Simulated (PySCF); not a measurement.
# Assignment exercise: C$_{9}$H$_{16}$

Mapped SMILES: `[CH3:1][C@@H:2]1[CH2:3][CH2:4][C@H:5]2[CH2:6][CH2:7][CH2:8][C@@H:9]12`; H(Xn) means a hydrogen on atom n. Ha(C3), Ha(C4) are cis to C1 on the ring; Ha(C6), Ha(C7), Ha(C8) are cis to C2 on the ring; Hb(C3), Hb(C4) are trans to C1 on the ring; Hb(C6), Hb(C7), Hb(C8) are trans to C2 on the ring.

PySCF 2.14 calculation with structure optimised with PBE0-D3(BJ)/def2-SVP and NMR shieldings at B3LYP/pcSseg-1/GIAO; non-relativistic Hamiltonian, equivalent nuclei averaged, no solvent model, one conformer.

References, each an isolated molecule treated in the same way: TMS for $^{13}$C (179.24 ppm), $^{1}$H (31.38 ppm).

Question: Assign these signals to the numbered atoms. $^{13}$C{$^{1}$H} NMR (computed): δ 54.7, 47.2, 46.9, 39.9, 38.1, 36.3, 34.8, 26.8, 21.6.

Answer: 
| δ (ppm) | atoms | environment | reason |
| --- | --- | --- | --- |
| 54.7 | C9 | sp3 CH in a ring | a saturated carbon with 3 carbon neighbours and no heteroatom attached |
| 47.2 | C5 | sp3 CH in a ring | – |
| 46.9 | C2 | sp3 CH in a ring | – |
| 39.9 | C3 | sp3 CH2 in a ring | a saturated carbon with 2 carbon neighbours and no heteroatom attached |
| 38.1 | C4 | sp3 CH2 in a ring | – |
| 36.3 | C6 | sp3 CH2 in a ring | – |
| 34.8 | C8 | sp3 CH2 in a ring | – |
| 26.8 | C7 | sp3 CH2 in a ring | – |
| 21.6 | C1 | methyl carbon | aliphatic region, no heteroatom directly attached |

C5 and C2; C3 and C4; C4 and C6; C6 and C8 lie closer than the usual error of such a calculation, so a measured spectrum could show them in the other order.

Question: Assign these signals to the numbered atoms. $^{1}$H NMR (400 MHz, computed): δ 2.27 (m, 1H), 1.82 (m, 1H), 1.55 (m, 1H), 1.52 (m, 1H), 1.41 (m, 1H), 1.37 (m, 1H), 1.36 (m, 1H), 1.34 (m, 1H), 1.33 (m, 1H), 1.33 (m, 1H), 1.05 (m, 3H), 1.00 (m, 1H), 0.92 (m, 1H), 0.90 (m, 1H).

Answer: 
```tsv
δ (ppm)	atoms	environment	reason
2.27	H(C5)	hydrogen on an sp3 CH in a ring	–
1.82	Ha(C4)	hydrogen on an sp3 CH2 in a ring	far from electronegative atoms and π systems
1.55	H(C9)	hydrogen on an sp3 CH in a ring	far from electronegative atoms and π systems
1.52	Hb(C3)	hydrogen on an sp3 CH2 in a ring	far from electronegative atoms and π systems
1.41	Hb(C7)	hydrogen on an sp3 CH2 in a ring	–
1.37	Hb(C6)	hydrogen on an sp3 CH2 in a ring	–
1.36	Ha(C8)	hydrogen on an sp3 CH2 in a ring	–
1.34	Ha(C7)	hydrogen on an sp3 CH2 in a ring	–
1.33	Hb(C8)	hydrogen on an sp3 CH2 in a ring	–
1.33	Ha(C6)	hydrogen on an sp3 CH2 in a ring	–
1.05	H(C1)	hydrogen on a methyl carbon	far from electronegative atoms and π systems
1.00	H(C2)	hydrogen on an sp3 CH in a ring	far from electronegative atoms and π systems
0.92	Hb(C4)	hydrogen on an sp3 CH2 in a ring	far from electronegative atoms and π systems
0.90	Ha(C3)	hydrogen on an sp3 CH2 in a ring	–
```

H(C9) and Hb(C3); Hb(C3) and Hb(C7); Hb(C7) and Hb(C6); Hb(C6) and Ha(C8); Ha(C8) and Ha(C7); Ha(C7) and Hb(C8); Hb(C8) and Ha(C6); H(C1) and H(C2); H(C2) and Hb(C4); Hb(C4) and Ha(C3) lie closer than the usual error of such a calculation, so a measured spectrum could show them in the other order.

Shifts are as computed. Against solution values, carbons near 30 ppm lie about +2 ppm off and those near 130 ppm about +6 ppm. Of 1211 compounds with measured shifts, 218 miss one by over three times the rms of a fit or turn the order of signals round; such compounds aren't used in these exercises. Multiplicities follow the n + 1 count of equivalent neighbours, as no J values were calculated; m marks all less simple cases, F and P coupling included.
